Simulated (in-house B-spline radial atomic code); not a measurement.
Results of a calculation; reference values are marked as such.
## Br ion on Ti atom: potential, deflection and energy transfer

The pair potential comes from two frozen, spherical free-atom densities (PBE, B-spline radial code, scalar-relativistic past argon): electrostatics plus the change in Thomas-Fermi kinetic and Dirac exchange energy where they overlap, the recipe behind the universal ZBL potential, which averages such potentials (from solid-state densities) over many pairs. It is written V = (Z1 Z2 e²/r) φ(r/a), with e² = 14.3996 eV·Å and a = 0.46850 Å/(Z1^0.23 + Z2^0.23); ZBL's fit is φ = 0.18175 e^(−3.1998x) + 0.50986 e^(−0.94229x) + 0.28022 e^(−0.4029x) + 0.02817 e^(−0.20162x). Where φ falls below 4e-4 it is continued as an exponential.

Masses 79.9 and 47.87 u.

| x = r/a | φ, this pair | φ, ZBL |
| --- | --- | --- |
| 0.1 | 0.8926 | 0.8928 |
| 0.5 | 0.6222 | 0.6096 |
| 1.5 | 0.3112 | 0.2995 |
| 3 | 0.1368 | 0.1292 |
| 5 | 0.05579 | 0.05224 |
| 8 | 0.01871 | 0.01705 |
| 12 | 0.005103 | 0.00474 |
| 17 | 0.00127 | 0.001212 |

Problem. At x = 0.5 the electrostatic, kinetic and exchange parts are 105355.96, 21900.05 and -586.68 eV. Find r, V and φ.

Solution. a = 0.46850/(2.2654 + 2.0359) = 0.10892 Å, so r = 0.05446 Å. V = 105355.96 + 21900.05 + (-586.68) = 126669.33 eV. The bare repulsion is 35 × 22 × 14.3996/0.05446 = 203590 eV, so φ = 0.6222, +2.1 % against ZBL's 0.6096. The kinetic (Pauli) term is 17 % of V here.

Problem. The ion comes in at 2.717 keV with impact parameter 0.2178 Å. The scattering integral gives a centre-of-mass angle of 121° and a closest approach of 5.44 a. What are the reduced energy, the energy passed on and the laboratory angles?

Solution. ε = E a M2/(Z1 Z2 e² (M1 + M2)) = 2717 × 3.6805e-06 = 0.01. The most that one collision can pass on is γE with γ = 4 M1 M2/(M1 + M2)² = 0.9372. Here T = γE sin²(θ/2) = 0.9372 × 2717 × 0.7576 = 1929 eV. The ion turns by arctan(sin θ/(cos θ + M1/M2)) = 36.6°, and the struck atom leaves at (180° − θ)/2 = 29.5°. The closest approach is 0.593 Å. With ZBL the angle would be 119.98° and T = 1909 eV.
